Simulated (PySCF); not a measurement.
Task: Write Cartesian coordinates for `[F][GeH2][C]#C[SiH3]` as optimised with PBE0-D3(BJ)/def2-SVP.

Result: 
```
atom  x, y, z in Å
F1     3.2391   -0.9234   -0.2383
Ge2    2.3835    0.5836   -0.0756
C3     0.5560    0.1533    0.1834
C4    -0.6271   -0.1112    0.3507
Si5   -2.4039   -0.5115    0.6032
H6     2.5779    1.3485   -1.3878
H7     2.9545    1.2871    1.1588
H8    -3.0491   -0.7437   -0.7205
H9    -2.5154   -1.7378    1.4430
H10   -3.0646    0.6347    1.2909
```

Orientation and origin are arbitrary. Atoms count from 1 in this order. Ge2 (germanium bonded to C, F and 2 H) is distorted tetrahedral (angles from 106.8° to 114.5°). The 5 heavy atoms lie in one plane (0.000 Å rms). Si5 (SiH3 silicon) is tetrahedral (angles from 108.9° to 109.9°).

Bonds between heavy atoms (Å): F1–Ge2 1.741, Ge2–C3 1.895, C3≡C4 1.224, C4–Si5 1.839.

Theory: PySCF, PBE0-D3(BJ)/def2-SVP geometry optimisation, gas phase.

No PBE0-D3(BJ)/def2-SVP frequencies stand behind this structure, so it isn't proved a minimum.
